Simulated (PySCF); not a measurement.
Thallium: a sound run and one with changed settings

Sound run: Tl⁺ [Xe] 4f14 5d10 6s2, Tl²⁺ [Xe] 4f14 5d10 6s1. Calculation: PySCF 2.14, in aug-cc-pVDZ-PP with ECP60MDF (5s4p3d, 32 functions); scalar relativity through the core potential. In the sound run the correlated levels freeze 5s2 5p6 5d10 outside the core potential. The sound run starts from symmetry-adapted Hartree-Fock orbitals and uses a fine grid where one is needed.

A second run was set up differently.

| species | method | sound run (hartree) | changed run (hartree) | converged |
| --- | --- | --- | --- | --- |
| Tl⁺ | MP2 | -171.34618 | -171.38482 | yes |
| Tl²⁺ | MP2 | n/a | -170.68005 | yes |

Ionisation energy of Tl⁺:

| method | sound run (eV) | changed run (eV) |
| --- | --- | --- |
| UHF | 18.372 | 18.372 |
| MP2 | 18.844 | 19.178 |
| SCS-MP2 | 18.939 | 19.247 |

(1) What was changed?
A. too few SCF iterations
B. minimal basis
C. all electrons correlated in a valence basis
D. basis contracted for another Hamiltonian

Results:

(1) C. A valence basis has no tight correlating functions, so it recovers only part of the core correlation, and not evenly between atom and ion.
